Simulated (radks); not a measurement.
Fractional charge and spin in the 1s shell of beryllium: the spin-up occupation runs from 0 to 1 and the spin-down occupation from 0 to 1; the fullest corner is Be+, 2s(up 0.5, down 0.5) 1s(up 1, down 1). Calculated with a radial shooting solver on a logarithmic mesh with Libxc functionals: non-relativistic Kohn-Sham, PBE, spin-polarised, spherical densities, point nucleus. Energy (eV) above the fullest corner. The planes named below are the two flat planes that join the four corners, with an edge along up + down = one added electron.

\begin{tabular}{lrrrrr}
down \ up & 0 & 0.25 & 0.5 & 0.75 & 1 \\ \hline
0 & 334.529 & 281.373 & 230.372 & 182.274 & 137.244 \\
0.25 & 281.373 & 232.351 & 185.337 & 141.091 & 99.791 \\
0.5 & 230.372 & 185.337 & 142.200 & 101.717 & 64.057 \\
0.75 & 182.274 & 141.091 & 101.717 & 64.880 & 30.743 \\
1 & 137.244 & 99.791 & 64.057 & 30.743 & 0.000 \\
\end{tabular}

Corners above the fullest one (they belong to Be2+ and the next ion): (up 1, down 0) 137.24 eV, (up 0, down 1) 137.24 eV, (up 0, down 0) 334.53 eV. With half an added electron in each spin the energy lies 4.956 eV from the planes, and with half an added electron in spin up alone -5.515 eV. The planes are only a guide here: the flat-plane condition holds for ground states with one frontier orbital, while this shell lies below other occupied shells, so the corners above the fullest one are inner-hole states and not the ground states of those ions.
